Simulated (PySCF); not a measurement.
Several structures and their simulated spectra, in scrambled order.

A. `C(C)(C)C1=C(F)[C@@H]1C`
B. SMILES C=C[C@@]1(C(=O)F)CC[C@H]1C
C. SMILES N#CC1=CCC1

Spectrum 1. ¹H NMR (500 MHz, computed): δ 6.30 (m, 1H), 5.85 (m, 1H), 5.79 (m, 1H), 3.06 (m, 1H), 2.84 (m, 1H), 2.49 (m, 1H), 2.29 (m, 1H), 1.37 (m, 1H), 1.22 (d, 3H). ¹³C{¹H} NMR (computed): δ 174.8 (C), 146.0 (CH), 129.6 (CH2), 52.8 (C), 37.5 (CH), 31.5 (CH2), 24.6 (CH2), 18.6 (CH3).

Spectrum 2. ¹H NMR (500 MHz, computed): δ 6.97 (tt, J = 2.2, 1.3 Hz, 1H), 2.85 (m, 2H), 2.63 (m, 2H). ¹³C{¹H} NMR (computed): δ 163.2 (CH), 126.8 (C), 118.8 (C), 35.3 (CH2), 31.5 (CH2).

Spectrum 3. ¹H NMR (500 MHz, computed): δ 2.47 (m, 1H), 2.47 (m, 1H), 1.33 (d, 3H), 1.29 (d, 3H), 1.12 (d, 3H). ¹³C{¹H} NMR (computed): δ 158.6 (C), 101.3 (C), 34.7 (CH), 30.1 (CH), 25.1 (CH3), 24.0 (CH3), 23.4 (CH3).

Theoretical values (PySCF): σ from GIAO-PBE0/pcSseg-1, J couplings at B3LYP/pcJ-1 (spin–dipole term left out of most H,H and C,H couplings), geometry: GFN2-xTB. Relativity neglected, one conformer, equivalent nuclei averaged, isolated molecule.

δ = σ(ref) − σ, references computed at the same level: ¹H (σref 31.72) and ¹³C (σref 186.93) vs TMS. Multiplet labels drop J under 1 Hz and among equivalent protons, and merge close values. Unscaled 3J(H,H) run several per cent high. Splittings of carbon signals by F and P are missing where no couplings were computed. Where no couplings were computed, multiplicities follow the n + 1 count of equivalent neighbours, and m marks all less simple cases (inequivalent or close neighbours, rings, F or P nearby). Shifts are as computed. Against solution values, carbons near 30 ppm lie about +3 ppm off and those near 130 ppm about +5 ppm. Of 1211 compounds with measured shifts, 218 miss one by over three times the rms of a fit or turn the order of signals round; such compounds aren't used in these exercises.

Match each spectrum to its structure.

Answers

1–B, 2–C, 3–A.

- Spectrum 1 (B): 8 ¹³C signals; δC 146.0 is an alkene CH; δC 129.6 is a terminal =CH2 carbon.
- Spectrum 2 (C): 5 ¹³C signals; δC 163.2 is an alkene CH; δC 126.8 is a fully substituted alkene carbon.
- Spectrum 3 (A): 7 ¹³C signals; δC 158.6 is a fully substituted alkene carbon; δC 101.3 is a fully substituted alkene carbon.
